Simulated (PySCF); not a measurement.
C₆H₉N₂ (charge -1).
Numbering: `[CH3:1][CH2:2][CH2:3][c:4]1[cH:5][n-:6][cH:7][n:8]1` (hydrogens: H9, H10, H11 on C1; H12, H13 on C2; H14, H15 on C3; H16 on C5; H17 on C7)

Cartesian coordinates in Å at the GFN2-xTB level; atoms count from 1:
```
atom  x, y, z in Å
C1    -1.8676    0.8140   -0.3746
C2    -1.5148   -0.6622   -0.2526
C3    -0.4069   -0.8717    0.7900
C4     0.8809   -0.2351    0.3681
C5     1.8974   -0.7614   -0.3998
N6     2.8710    0.1727   -0.5674
C7     2.3903    1.2192    0.1049
N8     1.2046    1.0528    0.6900
H9    -0.9444    1.3854   -0.4405
H10   -2.4111    1.1500    0.5076
H11   -2.4792    1.0086   -1.2564
H12   -2.4072   -1.2430    0.0175
H13   -1.1551   -1.0308   -1.2171
H14   -0.2527   -1.9490    0.9340
H15   -0.7306   -0.4405    1.7429
H16    1.9836   -1.7506   -0.8312
H17    2.9348    2.1536    0.1745
```

The closed-shell ground state was solved at several levels (PySCF, density fitting, gas phase, non-relativistic). No diffuse functions stand in pcJ-1 and pcSseg-1, which bears on an anion's orbital energies.

```json
{"level": "CAM-B3LYP/def2-SVPD", "basis functions": "232", "total energy (Eh)": "-343.1781", "HOMO (eV)": "-2.04", "LUMO (eV)": "4.66", "gap (eV)": "6.70"}
{"level": "B3LYP/pcJ-1", "basis functions": "306", "total energy (Eh)": "-343.6061", "HOMO (eV)": "-0.40", "LUMO (eV)": "4.82", "gap (eV)": "5.22"}
```

Problem. What might PBE0/pcSseg-1 (181 basis functions) give for the same quantities?

Solution. Total energy -343.1437 Eh, HOMO -0.62 eV, LUMO 5.09 eV, gap 5.71 eV.

Problem. Over all these levels, which gives the widest orbital gap and which the narrowest?

Solution. CAM-B3LYP/def2-SVPD (range-separated hybrid) has the widest, 6.70 eV, and B3LYP/pcJ-1 (global hybrid, 20 % exact exchange) the narrowest, 5.22 eV. Functional and basis both differ between the two, so the spread mixes both effects.

One conformer stands for the species.
